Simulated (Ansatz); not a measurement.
Geometry optimisation of `CN(C)c1ccc(-c2ccc(-c3ccc(-c4ccc(-c5ccc(-c6ccc(C#N)[te]6)[te]5)[te]4)[te]3)[te]2)[te]1`.

```yaml
crystal:
  periodic: [false, false, false]
  atoms:
    - {symbol: C, position_ang: [-11.266920, -2.127770, -3.091180]}
    - {symbol: N, position_ang: [-10.088990, -2.531350, -3.817430]}
    - {symbol: C, position_ang: [-10.200870, -3.280570, -5.035520]}
    - {symbol: C, position_ang: [-8.859970, -2.220050, -3.338720]}
    - {symbol: C, position_ang: [-8.594500, -1.520280, -2.188750]}
    - {symbol: C, position_ang: [-7.249810, -1.294790, -1.860800]}
    - {symbol: C, position_ang: [-6.258010, -1.766630, -2.676700]}
    - {symbol: C, position_ang: [-4.870170, -1.622460, -2.488400]}
    - {symbol: C, position_ang: [-3.889060, -2.104450, -3.320780]}
    - {symbol: C, position_ang: [-2.547820, -1.879350, -2.997900]}
    - {symbol: C, position_ang: [-2.263610, -1.177090, -1.850740]}
    - {symbol: C, position_ang: [-0.980950, -0.846550, -1.355740]}
    - {symbol: C, position_ang: [0.232500, -1.160970, -1.926720]}
    - {symbol: C, position_ang: [1.394240, -0.740380, -1.275890]}
    - {symbol: C, position_ang: [1.289290, -0.034550, -0.101170]}
    - {symbol: C, position_ang: [2.365730, 0.452500, 0.662620]}
    - {symbol: C, position_ang: [2.274270, 1.160410, 1.836000]}
    - {symbol: C, position_ang: [3.448590, 1.572290, 2.468400]}
    - {symbol: C, position_ang: [4.656890, 1.254930, 1.899150]}
    - {symbol: C, position_ang: [5.924900, 1.592510, 2.409410]}
    - {symbol: C, position_ang: [7.135630, 1.279600, 1.841600]}
    - {symbol: C, position_ang: [8.306340, 1.694720, 2.481000]}
    - {symbol: C, position_ang: [8.210590, 2.401550, 3.652770]}
    - {symbol: C, position_ang: [9.291340, 2.891560, 4.417860]}
    - {symbol: C, position_ang: [9.192950, 3.596720, 5.591930]}
    - {symbol: C, position_ang: [10.367530, 4.012610, 6.231740]}
    - {symbol: C, position_ang: [11.562020, 3.689040, 5.645340]}
    - {symbol: C, position_ang: [12.818110, 4.017800, 6.137050]}
    - {symbol: N, position_ang: [13.866990, 4.282290, 6.530020]}
    - {symbol: Te, position_ang: [11.302970, 2.608230, 3.866340]}
    - {symbol: Te, position_ang: [6.195080, 2.676750, 4.191220]}
    - {symbol: Te, position_ang: [4.377390, 0.169870, 0.117700]}
    - {symbol: Te, position_ang: [-0.734440, 0.230860, 0.419520]}
    - {symbol: Te, position_ang: [-4.015140, -0.611940, -0.850760]}
    - {symbol: Te, position_ang: [-7.091330, -2.781380, -4.327610]}
    - {symbol: H, position_ang: [-12.155080, -2.459350, -3.622310]}
    - {symbol: H, position_ang: [-11.306400, -1.039310, -2.991460]}
    - {symbol: H, position_ang: [-11.275230, -2.565270, -2.088540]}
    - {symbol: H, position_ang: [-11.246350, -3.445840, -5.283710]}
    - {symbol: H, position_ang: [-9.726410, -2.743830, -5.866760]}
    - {symbol: H, position_ang: [-9.706030, -4.255580, -4.941180]}
    - {symbol: H, position_ang: [-9.377260, -1.150140, -1.547280]}
    - {symbol: H, position_ang: [-6.987980, -0.747370, -0.962740]}
    - {symbol: H, position_ang: [-4.159330, -2.652030, -4.216200]}
    - {symbol: H, position_ang: [-1.761080, -2.250120, -3.636070]}
    - {symbol: H, position_ang: [0.293650, -1.714270, -2.850700]}
    - {symbol: H, position_ang: [2.374070, -0.963880, -1.683000]}
    - {symbol: H, position_ang: [1.302020, 1.391110, 2.254030]}
    - {symbol: H, position_ang: [3.417340, 2.133240, 3.395410]}
    - {symbol: H, position_ang: [7.173100, 0.718140, 0.915780]}
    - {symbol: H, position_ang: [9.279420, 1.466460, 2.062430]}
    - {symbol: H, position_ang: [8.221340, 3.825400, 6.011220]}
    - {symbol: H, position_ang: [10.338420, 4.568950, 7.156220]}
basis:
  gaussian: {orbitals: def2-SVP, fitting: {mean_field: def2-universal-jkfit}}
hamiltonian: {xc: r2scan, dispersion: d4}
scf: {lower_state_search: "off"}
output: {orbitals: {seedname: orbitals}}
relax: {f_tol: 0.03, max_steps: 70}
```

```sh
$ ansatz run in.yaml --threads 2 --pin off --events-out ev --progress --plain --max-ram 32768MiB --backend cuda --devices 0, --max-vram 18GiB
```

Shortened log:

```
Functional definition: r2SCAN
  name "r2SCAN"
  cite "Furness, Kaplan, Ning, Perdew & Sun, J. Phys. Chem. Lett. 11, 8208 (2020) doi:10.1021/acs.jpclett.0c02405"
  cite "Furness, Kaplan, Ning, Perdew & Sun, J. Phys. Chem. Lett. 11, 9248 (2020) doi:10.1021/acs.jpclett.0c03077"
  parent r2scan
  parameter k0 = 0.174
  parameter k1 = 0.065
  parameter a1 = 4.9479
  exchange = r2scan_x(k0 = k0, k1 = k1, a1 = a1)
  correlation = r2scan_c
these checks for a lower state are left out or cut short: stability, starts, cluster_reference, orbital_swaps, neighbouring_geometries, increment
mean field -75002.86150407 eV, -2756.3043215090 hartree, gradient 4.0e-6 eV, S^2 0.000000; 0 other end points of the search recorded, 0 dependent functions left out
the calculation of the forces begins
relax step   1: F+E_penalty+E_count = -75003.64949840 eV  Δ(F+E_penalty+E_count) = +0.000e0 eV  max|allowed force component| = 2.247e0 eV/Å  Δτ_max = 0.0000 Å  (38 SCF iters, accepted)
these checks for a lower state are left out or cut short: stability, starts, cluster_reference, orbital_swaps, neighbouring_geometries, increment
mean field -75003.20763433 eV, -2756.3170415617 hartree, gradient 2.1e-6 eV, S^2 0.000000; 0 other end points of the search recorded, 0 dependent functions left out
the calculation of the forces begins
relax step   2: F+E_penalty+E_count = -75003.98720553 eV  Δ(F+E_penalty+E_count) = -3.377e-1 eV  max|allowed force component| = 2.640e-1 eV/Å  Δτ_max = 0.1943 Å  (23 SCF iters, accepted)
these checks for a lower state are left out or cut short: stability, starts, cluster_reference, orbital_swaps, neighbouring_geometries, increment
mean field -75003.25167317 eV, -2756.3186599592 hartree, gradient 1.5e-6 eV, S^2 0.000000; 0 other end points of the search recorded, 0 dependent functions left out
the calculation of the forces begins
relax step   3: F+E_penalty+E_count = -75004.02689525 eV  Δ(F+E_penalty+E_count) = -3.969e-2 eV  max|allowed force component| = 1.372e-1 eV/Å  Δτ_max = 0.0820 Å  (25 SCF iters, accepted)
these checks for a lower state are left out or cut short: stability, starts, cluster_reference, orbital_swaps, neighbouring_geometries, increment
mean field -75003.25471894 eV, -2756.3187718891 hartree, gradient 3.0e-6 eV, S^2 0.000000; 0 other end points of the search recorded, 0 dependent functions left out
the calculation of the forces begins
relax step   4: F+E_penalty+E_count = -75004.02941755 eV  Δ(F+E_penalty+E_count) = -2.522e-3 eV  max|allowed force component| = 3.912e-2 eV/Å  Δτ_max = 0.0202 Å  (25 SCF iters, accepted)
these checks for a lower state are left out or cut short: stability, starts, cluster_reference, orbital_swaps, neighbouring_geometries, increment
mean field -75003.25515315 eV, -2756.3187878458 hartree, gradient 1.7e-6 eV, S^2 0.000000; 0 other end points of the search recorded, 0 dependent functions left out
the calculation of the forces begins
relax step   5: F+E_penalty+E_count = -75004.02998299 eV  Δ(F+E_penalty+E_count) = -5.654e-4 eV  max|allowed force component| = 1.584e-2 eV/Å  Δτ_max = 0.0061 Å  (17 SCF iters, accepted)
Total energy: -75004.03001083 eV, -2756.3472633406 hartree
Atom 0 at   -11.426499    -2.161607    -3.141848 Å, force    -0.011823     0.002456     0.006278 eV/Å
Atom 1 at   -10.253089    -2.577033    -3.884406 Å, force     0.015539     0.003494     0.002860 eV/Å
Atom 2 at   -10.372313    -3.332562    -5.110536 Å, force    -0.003336    -0.006565    -0.007075 eV/Å
Atom 3 at    -9.027792    -2.256564    -3.393915 Å, force    -0.006558    -0.002296    -0.006755 eV/Å
Atom 4 at    -8.749858    -1.548049    -2.228262 Å, force     0.001199     0.001592     0.005042 eV/Å
Atom 5 at    -7.393007    -1.321751    -1.901851 Å, force     0.004314    -0.002298    -0.008362 eV/Å
Atom 6 at    -6.376000    -1.791862    -2.717253 Å, force     0.004632     0.008318     0.011982 eV/Å
Atom 7 at    -4.971868    -1.664144    -2.557679 Å, force     0.000920    -0.005746    -0.006096 eV/Å
Atom 8 at    -3.952665    -2.138986    -3.377999 Å, force    -0.000116    -0.000262     0.004485 eV/Å
Atom 9 at    -2.605375    -1.902423    -3.035817 Å, force     0.002956     0.002910    -0.002300 eV/Å
Atom 10 at    -2.304863    -1.192405    -1.876963 Å, force    -0.002091    -0.004371     0.000333 eV/Å
Atom 11 at    -1.009805    -0.860861    -1.377947 Å, force    -0.001197    -0.002413     0.004845 eV/Å
Atom 12 at     0.223124    -1.176791    -1.949436 Å, force     0.002417     0.004853    -0.006862 eV/Å
Atom 13 at     1.406648    -0.761619    -1.310414 Å, force    -0.003472    -0.002657     0.009333 eV/Å
Atom 14 at     1.342172    -0.044786    -0.119016 Å, force     0.007330    -0.002001    -0.010164 eV/Å
Atom 15 at     2.406304     0.458957     0.671520 Å, force    -0.010216    -0.000825     0.006671 eV/Å
Atom 16 at     2.327957     1.176807     1.862104 Å, force    -0.002641    -0.001721    -0.009400 eV/Å
Atom 17 at     3.509828     1.593425     2.503326 Å, force     0.008462    -0.004135     0.000982 eV/Å
Atom 18 at     4.744630     1.284452     1.944263 Å, force     0.003346     0.001090     0.003981 eV/Å
Atom 19 at     6.037144     1.610766     2.433152 Å, force     0.004071    -0.002667    -0.011820 eV/Å
Atom 20 at     7.272642     1.302086     1.872003 Å, force    -0.010440    -0.002881     0.002786 eV/Å
Atom 21 at     8.452999     1.720719     2.517674 Å, force     0.005619     0.007185     0.004328 eV/Å
Atom 22 at     8.372859     2.436587     3.704806 Å, force     0.001861     0.001076    -0.001440 eV/Å
Atom 23 at     9.437804     2.945493     4.501822 Å, force     0.000218     0.000710     0.012013 eV/Å
Atom 24 at     9.349714     3.660623     5.691599 Å, force    -0.003542    -0.003798    -0.005134 eV/Å
Atom 25 at    10.530866     4.082124     6.340458 Å, force    -0.004473    -0.000148     0.001020 eV/Å
Atom 26 at    11.749381     3.765178     5.762610 Å, force    -0.004071    -0.003392     0.001233 eV/Å
Atom 27 at    13.025213     4.091202     6.250184 Å, force    -0.015836     0.005104     0.006899 eV/Å
Atom 28 at    14.097961     4.352761     6.638855 Å, force     0.012308    -0.002966    -0.004714 eV/Å
Atom 29 at    11.468324     2.685857     3.987130 Å, force     0.006444    -0.004314    -0.013864 eV/Å
Atom 30 at     6.340516     2.698192     4.219609 Å, force    -0.000373     0.000925     0.002614 eV/Å
Atom 31 at     4.440092     0.194832     0.156655 Å, force    -0.003468     0.001441    -0.000492 eV/Å
Atom 32 at    -0.689334     0.218337     0.400441 Å, force     0.000798     0.005130     0.006388 eV/Å
Atom 33 at    -4.103841    -0.651599    -0.918740 Å, force    -0.005363     0.005624     0.004580 eV/Å
Atom 34 at    -7.239078    -2.807442    -4.368677 Å, force     0.004264     0.001644     0.003159 eV/Å
Atom 35 at   -12.329475    -2.491184    -3.670190 Å, force     0.001792    -0.000185    -0.000656 eV/Å
Atom 36 at   -11.464137    -1.062334    -3.037021 Å, force     0.000447    -0.001826    -0.001174 eV/Å
Atom 37 at   -11.434867    -2.599014    -2.126946 Å, force    -0.000131    -0.000333    -0.002103 eV/Å
Atom 38 at   -11.431628    -3.487378    -5.350683 Å, force     0.001959     0.001643     0.000682 eV/Å
Atom 39 at    -9.904272    -2.798249    -5.959573 Å, force     0.000689    -0.000847     0.001300 eV/Å
Atom 40 at    -9.892271    -4.326338    -5.022394 Å, force    -0.000445     0.000739    -0.000346 eV/Å
Atom 41 at    -9.547133    -1.175468    -1.580812 Å, force    -0.001760    -0.002705    -0.003479 eV/Å
Atom 42 at    -7.138586    -0.766034    -0.990345 Å, force    -0.004489    -0.000608     0.000284 eV/Å
Atom 43 at    -4.200479    -2.697396    -4.289363 Å, force     0.003993     0.000573    -0.000375 eV/Å
Atom 44 at    -1.801757    -2.275414    -3.678812 Å, force    -0.002565     0.000104    -0.000546 eV/Å
Atom 45 at     0.271128    -1.740228    -2.886306 Å, force    -0.000994     0.000655     0.001427 eV/Å
Atom 46 at     2.383595    -1.001889    -1.748194 Å, force    -0.003080    -0.001677    -0.004497 eV/Å
Atom 47 at     1.348923     1.415084     2.294727 Å, force     0.003954     0.002920     0.004011 eV/Å
Atom 48 at     3.458914     2.159424     3.441564 Å, force    -0.004617     0.000233    -0.001588 eV/Å
Atom 49 at     7.324088     0.736715     0.934023 Å, force     0.006344     0.000683     0.000765 eV/Å
Atom 50 at     9.432056     1.482712     2.083565 Å, force    -0.002486    -0.002276    -0.002304 eV/Å
Atom 51 at     8.368654     3.893738     6.121509 Å, force     0.002637     0.003392     0.003020 eV/Å
Atom 52 at    10.496425     4.645327     7.277796 Å, force     0.001070     0.001417    -0.001755 eV/Å
Dipole moment:    -3.405536    -0.962676    -1.456023 e Å
Checks for a lower state left out: stability, starts, cluster_reference, orbital_swaps, neighbouring_geometries, increment
```

Hardware: 2 threads of AMD EPYC 7R13 on a shared host and a share (18 GiB) of an NVIDIA H100 80GB HBM3. Wall time 45 s, peak host memory 1.2 GiB.

In the def2 sets Te takes a core potential; there is no spin–orbit coupling. Single mean-field runs in def2-SVP are fitted with def2-universal-jkfit. The restricted singlet is unstable towards broken spin symmetry at other levels; at r2SCAN-D4/def2-SVP this wasn't settled.
